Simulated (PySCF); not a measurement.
## Simulated absorption spectrum

Compound: C5H7OS (charge +1).
Numbering: `[CH3:1][c+:2]1[cH:3][c:4]1[S@@:5]([CH3:6])=[O:7]` (hydrogens: H8, H9, H10 on C1; H11 on C3; H12, H13, H14 on C6)

Computed with PySCF, TDDFT wB97X-D/def2-SVPD, vertical, gas phase, core orbitals frozen in the response. One conformer (not necessarily the lowest) at the GFN2-xTB geometry, without solvent, vibrations or thermal averaging. Torsions of this conformer, `[CH3:1][c+:2]1[cH:3][c:4]1[S@@:5]([CH3:6])=[O:7]`: C3–C4–S5–C6 93°.

Computed states:

```
state  E (eV)       f
   S1    3.99   0.083
   S2    4.95  0.0077
   S3    5.22  0.0047
   S4    6.14  0.0009
   S5    6.21  0.0092
   S6    6.40  0.0027
   S7    6.72  0.0083
   S8    7.09  0.0087
```

Each state is given a Gaussian of 0.5 eV full width at half maximum, with ε(max) = 2.175×10⁸ f / Δν̃ (Δν̃ the width in cm⁻¹). The width is an assumption, not a result. The curve ends short of the highest state used, and states not computed would add to its high-energy end.

(1) What does the envelope look like, and where are its maxima?

(2) Coming from long wavelengths, where does ε first pass 100 L mol⁻¹ cm⁻¹?

(3) On this curve, what absorbance would a 10⁻⁴ mol/L sample give at 280 nm over a 1 cm path?

Answers

(1) 
E (eV), ε (L mol⁻¹ cm⁻¹) and a bar:
```
     3.24          9 
     3.32         31 
     3.39         82 
     3.47        223 #
     3.54        473 ###
     3.62        981 #######
     3.69       1652 ###########
     3.77       2623 #################
     3.85       3614 ########################
     3.92       4258 ############################
     4.00       4496 ##############################
     4.07       4196 ############################
     4.15       3395 #######################
     4.22       2512 #################
     4.30       1560 ##########
     4.38        849 ######
     4.45        460 ###
     4.53        239 ##
     4.60        184 #
     4.68        219 #
     4.75        297 ##
     4.83        405 ###
     4.90        488 ###
     4.98        547 ####
     5.06        555 ####
     5.13        523 ###
     5.21        450 ###
     5.28        367 ##
     5.36        268 ##
     5.43        187 #
     5.51        114 #
     5.59         67 
     5.66         51 
     5.74         62 
     5.81        103 #
     5.89        187 #
     5.96        292 ##
     6.04        432 ###
     6.12        564 ####
     6.19        646 ####
     6.27        687 #####
     6.34        679 ####
     6.42        646 ####
     6.49        620 ####
```

Maxima: 311 nm (3.99 eV), ε about 4500, made up of S1 (100%); 246 nm (5.03 eV), ε about 560, made up of S2 (69%) and S3 (31%); 197 nm (6.29 eV), ε about 690, made up of S5 (68%) and S6 (18%) (ε in L mol⁻¹ cm⁻¹; maxima over ε = 5, shares over 10%).

(2) At about 364 nm (3.41 eV), 0.59 eV below S1.

(3) 280 nm is 4.428 eV, where ε is about 560 L mol⁻¹ cm⁻¹, so A = ε c l ≈ 0.056 (Beer–Lambert, with the gas-phase spectrum and the assumed width).

Hardware: one thread, Arm Neoverse V2, on a shared host. Cost: 36 s wall.
